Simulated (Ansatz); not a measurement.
C2H5BO can be A, `CC1BO1`, or B, `CBC=O`.

Isolated molecules relaxed with PBE0-D4/def2-TZVP in Ansatz; ΔE leaves out vibrations. CBS: MP2 limit from def2 TZ/QZ plus the TZ coupled-cluster correction, frozen cores. DFT in def2-TZVPP. B3LYP here is the variant with VWN-RPA as its local correlation; programs differ in this. Each species was taken in one conformer, which may not be the lowest.

Task: Which isomer does CCSD(T)/CBS put lower? Give the gap. (Best estimate.)

Result: Ansatz gave: A, by 61.5 kJ/mol.

Task: Give E(B) − E(A) in kJ/mol with PBE0-D4, B3LYP-D4, LDA (SPW92), HF/def2-TZVPP, ωB97M-V, CCSD(T)/def2-TZVPP, MP2/def2-TZVPP. (Estimate.)

Result: The calculation gave: PBE0-D4 64.8, B3LYP-D4 50.6, LDA (SPW92) 86.0, HF/def2-TZVPP 29.8, ωB97M-V 62.5, CCSD(T)/def2-TZVPP 59.1, MP2/def2-TZVPP 69.1. None reverses the order clearly.

Task: Does the order hold for the free energy at 298.15 K (harmonic terms from PBE0-D4)? (Best estimate.)

Result: Ansatz gave: Yes: G(B) − G(A) = +44.5 kJ/mol, for one conformer each.

Largest T1 diagnostic: 0.016.

In def2-TZVPP, CCSD(T) changes the Hartree–Fock value by +29.4 kJ/mol (the triples alone add +2.9 kJ/mol) and MP2 by +39.4 kJ/mol. Leaving LDA and LC-ωPBE aside and taking each functional with its dispersion term where it has one, the values, not all of them listed here, spread over 22.1 kJ/mol, from BLYP-D4 to PBE-QIDH. LDA lies +24.1 kJ/mol from PBE without D4.
